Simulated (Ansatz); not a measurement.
The cluster Ta3B3 was relaxed with PBE-D4 (def2-SVP) in Ansatz in these states: neutral quintet, neutral triplet. The geometries follow in no particular order.

In the def2 sets Ta takes a core potential; there is no spin–orbit coupling.

A:

```xyz
6

Ta    1.503    1.825   -1.330
Ta   -1.140   -1.152   -0.078
Ta   -0.471    0.548   -1.933
B    -0.583   -1.450    1.907
B     0.399    0.498    0.011
B     0.291   -0.268    1.423
```

B:

```xyz
6

Ta   -0.967    2.176   -1.294
Ta    1.175   -1.106    0.109
Ta    0.941    0.896   -1.608
B     0.058   -1.823    1.680
B    -0.489    0.461   -0.044
B    -0.719   -0.605    1.157
```

Q: Judge from the bond lengths which geometry belongs to which state (an estimate).

A: A is the neutral quintet (Ta1–Ta3 2.427 Å, Ta2–Ta3 2.604 Å, Ta2–B5 2.257 Å); B is the neutral triplet (Ta1–Ta3 2.319 Å, Ta2–Ta3 2.648 Å, Ta2–B5 2.291 Å).

At PBE0-D4/def2-TZVP a broken-symmetry singlet lies 0.30 eV below the neutral quintet. These are the stationary points nearest to one start from a short search; other shapes may lie lower in each state.
